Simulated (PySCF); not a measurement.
**Curvature of the energy in the electron number along the 4d series, charge -1**

Calculated with PySCF 2.14, in def2-TZVPPD with the def2 core potential (28 electrons), ECP: one orbital is emptied in steps, and each cell gives the departure of E from the straight line at half an electron, in eV (from a cubic fit). The exact functional gives zero.

```
species   orbital    LDA    PBE  r2SCAN   PBE0  BHandHLYP  LC-wPBE   UHF
    Zr-  4d alpha  -0.78  -0.73   -0.63  -0.45      -0.20     0.19  0.40
    Nb-   5s beta  -0.54  -0.49   -0.37  -0.34      -0.28     0.05  0.02
    Mo-   5s beta  -0.56  -0.50   -0.37  -0.34      -0.29     0.05  0.02
    Tc-   4d beta  -0.98  -0.94   -0.82  -0.56      -0.22     0.15  0.54
    Ru-   5s beta  -0.63  -0.61   -0.51  -0.42      -0.31     0.05  0.04
    Pd-  5s alpha  -0.67  -0.65   -0.59  -0.46      -0.31     0.02  0.01
    Ag-   5s beta  -0.70  -0.68   -0.59  -0.46      -0.31     0.06  0.06
```

Task: Estimate the missing row, Rh-.

Result: The calculation gives LDA -0.65; PBE -0.63; r2SCAN -0.54; PBE0 -0.43; BHandHLYP -0.30; LC-wPBE 0.06; UHF 0.05.

Task: How does the mean departure depend on the functional?

Result: LDA -0.69 eV; PBE -0.65 eV; r2SCAN -0.55 eV; PBE0 -0.43 eV; BHandHLYP -0.28 eV; LC-wPBE 0.08 eV; UHF 0.14 eV. Semilocal functionals are convex (delocalisation error), Hartree-Fock is concave or straight, and exact exchange removes curvature roughly in proportion to its share, so among the functionals the range-separated hybrids usually come closest to zero.

At the full anion the orbital energy is positive in some cells, where the basis helps to hold the electron.

No spin-orbit coupling is included.
